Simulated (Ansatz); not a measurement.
Isomers of In₄As₄⁻ (doublet), relaxed with PBE-D4/def2-SVP; total energies from Ansatz at PBE0-D4/def2-SVP.

| isomer | description | energy (Eh) |
| --- | --- | --- |
| A | point group not assigned; 10 × As–In 2.60 to 3.12 Å; 2 × As–As 2.51 to 2.53 Å | -9702.22378 |
| B | point group not assigned; 9 × As–In 2.55 to 3.13 Å; 1 × As–As 2.37 Å | -9702.19191 |

In the def2 sets In takes a core potential; there is no spin–orbit coupling.

The isomers come from a short search, and lower ones may exist.

**Question.** Work out the relative energies (1 Eh = 2625.5 kJ/mol) and the Boltzmann populations at 1200 K from electronic energies alone (R = 8.314 J/mol/K).

**Answer.** ΔE: A 0.0, B 83.7 kJ/mol. RT = 9.98 kJ/mol. Factors exp(−ΔE/RT): A 1, B 0.000228; sum 1.000. Populations: A 100.0 %, B 0.0 %. Zero-point energy, vibrational entropy and symmetry numbers are left out and can shift these; an error of 4 kJ/mol changes a ratio by a factor of 1.5. Over the other density-functional and correlated levels in def2 sets, the gap between A and B ranges from 68 to 83 kJ/mol.
